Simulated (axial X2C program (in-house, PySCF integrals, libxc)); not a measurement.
**Worked dissociation energy of SrP: r2SCAN0, without spin–orbit coupling**

Calculated with an in-house all-electron X2C program for linear molecules (integrals from PySCF). Spin-free means the one-electron spin-free X2C Hamiltonian. Basis: Sr dyall-cv3z [13s12p8d5f1g], P dyall-v3z [8s7p2d1f] (cores contracted in-house); Gaussian nuclei, density fitting, unrestricted open shells. Masses: Sr 87.906 u, P 30.974 u.

Molecular state: M_S = 1/2, Λ = 1 (beyond evenly filled blocks: π+α, π+β, π-α).

| Quantity | Value |
| --- | --- |
| E(Sr) (2M_S = 0, M_L = 0) | -3179.248810 hartree |
| E(P) (2M_S = 3, M_L = 0) | -342.069444 hartree |
| E(SrP) at Re | -3521.362089 hartree |
| ωe | 282.9 cm⁻¹ |
| ωexe | 1.01 cm⁻¹ |

(1) Work out De and D0.

De is counted from the lowest determinant-based energies of the atoms at the same level, without counterpoise correction. The functionals have no current-density term, which raises determinants with orbital currents, atoms included. The state is one determinant with fixed occupations, lowest in a PBE0 search at one distance only: followed along the bond, the spin-free determinant M_S = 3/2, Λ = 0 reaches 0.04 eV lower at PBE0, at Re = 2.910 Å, so the state shown is not the lowest. The determinant is spin-polarised beyond a pure state at some levels (its spin-free form has ⟨S²⟩ too high), which makes Re and μ there less reliable.

Each atomic determinant is the lowest at this level and need not be a pure term. Totals compare only within one Hamiltonian and basis.

Answers

(1) De = -3179.248810 + (-342.069444) − (-3521.362089) = 0.04383 hartree = 1.193 eV. The zero-point energy is ωe/2 − ωexe/4 = 141 cm⁻¹ = 0.018 eV, so D0 = 1.175 eV.
